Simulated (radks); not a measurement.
Problem. The table gives one normalised radial function P(r) = r R(r) of Xe45+ in [He] 2s2 2p5 (r in bohr). All-electron calculation, scalar-relativistic Kohn-Sham, LB94 model potential, spin-polarised, spherical densities, finite nucleus; open shells are filled with parallel spins first (spin-orbit coupling, left out, can overturn this in heavy ions); Fermi nuclear charge, rms radius 4.7859 fm. Program: a radial shooting solver on a logarithmic mesh with Libxc functionals.

| r | P |
|---|---|
| 0.001598 | 1.4274 |
| 0.001773 | 1.5559 |
| 0.001983 | 1.7052 |
| 0.0022 | 1.8544 |
| 0.002461 | 2.0268 |
| 0.002731 | 2.1979 |
| 0.003055 | 2.3941 |
| 0.003389 | 2.5871 |
| 0.003791 | 2.8063 |
| 0.004207 | 3.0194 |
| 0.004705 | 3.2581 |
| 0.005221 | 3.4867 |
| 0.005839 | 3.7381 |
| 0.006479 | 3.9738 |
| 0.007247 | 4.2263 |
| 0.008042 | 4.4557 |
| 0.008995 | 4.6921 |
| 0.01006 | 4.9111 |
| 0.01116 | 5.0928 |
| 0.01249 | 5.2577 |
| 0.01385 | 5.3753 |
| 0.0155 | 5.4556 |
| 0.0172 | 5.4801 |
| 0.01923 | 5.4457 |
| 0.02134 | 5.3521 |
| 0.02387 | 5.1811 |
| 0.02649 | 4.9561 |
| 0.02963 | 4.6448 |
| 0.03287 | 4.2967 |
| 0.03677 | 3.8683 |
| 0.0408 | 3.4331 |
| 0.04563 | 2.9411 |
| 0.05063 | 2.4799 |
| 0.05664 | 1.9981 |
| 0.06284 | 1.5814 |
| 0.07029 | 1.1811 |
| 0.07799 | 0.8644 |
| 0.08724 | 0.5879 |
| 0.09758 | 0.3776 |
| 0.1083 | 0.2365 |
| 0.1211 | 0.1335 |
| 0.1344 | 0.0731 |
| 0.1503 | 0.0351 |
| 0.1668 | 0.0163 |
| 0.1865 | 0.0064 |
| 0.207 | 0.0024 |
| 0.2315 | 0.0007 |
| 0.2569 | 0.0002 |
| 0.2873 | 0.0000 |
| 0.3188 | 0.0000 |
| 0.3566 | 0.0000 |
| 0.3957 | 0.0000 |
| 0.4426 | 0.0000 |
| 0.4911 | 0.0000 |
| 0.5493 | 0.0000 |
| 0.6095 | 0.0000 |
| 0.6817 | 0.0000 |
| 0.7564 | 0.0000 |
| 0.8461 | 0.0000 |

Which n and l does it have? It may be an empty orbital.

Solution. n = 1, l = 0: the number of nodes gives n - l - 1 = 0, the rise at small r (about r^(l+1), flatter next to the nucleus through relativity) gives l, and the extent must fit the shell. The curve is that of 1s up; the table hardly tells the two spins apart. 1s up: eigenvalue -37897 eV, 0 radial nodes, <r> = 0.0266 bohr, 90 % of the charge inside 0.0478 bohr.
